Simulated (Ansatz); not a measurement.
Basis-set extrapolation for `C#COC[SiH3]` (PBE0-D4/def2-TZVP geometry, frozen core, Ansatz 0.2.0). Multiplicity 1, RHF reference.

```
                      def2-TZVPP   def2-QZVPP
                 HF  -480.870420  -480.887957
    MP2 correlation    -0.831290    -0.889716
CCSD(T) correlation    -0.908650      not run
```

Energies in hartree. Use E(X) = E(∞) + A·exp(−7.88·√X) for Hartree–Fock and E(X) = E(∞) + B·X^(−2.97) for correlation, with X = 3 and 4, and add CCSD(T) minus MP2 of the smaller set to the MP2 limit.

Problem. What is the CCSD(T) energy at the basis-set limit?

Solution. HF limit: -480.887957 + (-0.017537) × 0.13774 = -480.89037. MP2 limit: -0.889716 + (-0.058426) × 0.74074 = -0.93299. Higher-order term: -0.908650 − (-0.831290) = -0.07736. Total: -481.90072 hartree, 76.3 kcal/mol below CCSD(T)/def2-TZVPP.
